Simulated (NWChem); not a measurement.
Molecule: C3H7O, doublet; SMILES CC(C)[O]

Computed with NWChem. Spin-unrestricted. In the optimisation the excess spin sits in a' (Cs, its own frame). All runs use the structure optimised with PBE0/def2-SVP, spin-unrestricted. No stability test was run on the SCF state. Level PBE0/def2-SVP: energy and gradient; each run changes one setting, and changes count from the defaults (medium grid, exact Coulomb integrals, symmetry on).

```json
[
 {"setting": "defaults", "size of the energy change (μHa)": "< 10", "largest change of a gradient component (μHa/bohr)": "< 30", "time, defaults = 1 (rough)": "about 1"},
 {"setting": "extra-fine grid", "size of the energy change (μHa)": "< 10", "largest change of a gradient component (μHa/bohr)": "< 30", "time, defaults = 1 (rough)": "3"},
 {"setting": "symmetry off", "size of the energy change (μHa)": "< 10", "largest change of a gradient component (μHa/bohr)": "other frame", "time, defaults = 1 (rough)": "about 1"},
 {"setting": "Becke weights", "size of the energy change (μHa)": "< 10", "largest change of a gradient component (μHa/bohr)": "< 30", "time, defaults = 1 (rough)": "about 1"},
 {"setting": "coarse grid", "size of the energy change (μHa)": "< 10", "largest change of a gradient component (μHa/bohr)": "200", "time, defaults = 1 (rough)": "about 1"}
]
```
